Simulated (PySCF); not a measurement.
CH4ClFOSi2, SMILES F[Si@H]1OC[Si@@H]1Cl. Atoms are numbered in the order given.

```xyz
10

F      2.6393    -0.7262    -0.4011
Si     1.3937    -0.0411     0.3918
O      1.0306     1.4820    -0.2208
C     -0.2492     1.4056    -0.8997
Si    -0.7341    -0.4209    -0.4918
Cl    -2.3205    -0.5716     0.8502
H      1.7921    -0.0134     1.8196
H     -0.1225     1.6152    -1.9761
H     -0.9418     2.1540    -0.4812
H     -1.0175    -1.3234    -1.6406
```

Geometry: B3LYP-D3(BJ)/def2-SVP. The structure was generated by enumeration; whether it is a known compound was not checked.

Calculation: KT2/pcSseg-1 run with PySCF.

GIAO shieldings, no solvent; atoms listed in one row are averaged. δ = σ(ref) − σ: ¹⁹F against CFCl3 (σ = 127.1 ppm); ²⁹Si against TMS (σ = 361.9 ppm); ¹⁷O against H2O (σ = 330.4 ppm); ¹³C against TMS (σ = 185.1 ppm); ³⁵Cl against HCl (σ = 945.4 ppm); ¹H against TMS (σ = 31.47 ppm), references at their B3LYP-D3(BJ)/def2-TZVP geometries, non-relativistic (without spin–orbit terms, shifts of atoms bonded to Cl or Br come out too high).

```
nucleus  atoms  count  δ (ppm)
-------  -----  -----  -------
¹⁹F         F1      1   -155.8
²⁹Si       Si5      1     41.8
²⁹Si       Si2      1     30.6
¹⁷O         O3      1    147.6
¹³C         C4      1     76.0
³⁵Cl       Cl6      1    -13.4
¹H         H10      1     6.61
¹H          H7      1     6.16
¹H          H8      1     5.05
¹H          H9      1     4.96
```
